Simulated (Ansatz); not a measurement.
Basis-set extrapolation for `CN([SiH3])B[SiH3]` (PBE0-D4/def2-TZVP geometry, frozen core, the Gaussian-basis code of Ansatz). Multiplicity 1, RHF reference.

```tsv
	def2-TZVPP	def2-QZVPP
HF	-700.786223	-700.810332
MP2 correlation	-0.746690	-0.796832
CCSD(T) correlation	-0.849060	not run
```

Energies in hartree. Use E(X) = E(∞) + A·exp(−7.88·√X) for Hartree–Fock and E(X) = E(∞) + B·X^(−2.97) for correlation, with X = 3 and 4, and add CCSD(T) minus MP2 of the smaller set to the MP2 limit.

Problem. What is the CCSD(T) energy at the basis-set limit?

Solution. HF limit: -700.810332 + (-0.024109) × 0.13774 = -700.81365. MP2 limit: -0.796832 + (-0.050142) × 0.74074 = -0.83397. Higher-order term: -0.849060 − (-0.746690) = -0.10237. Total: -701.74999 hartree, 72.0 kcal/mol below CCSD(T)/def2-TZVPP.
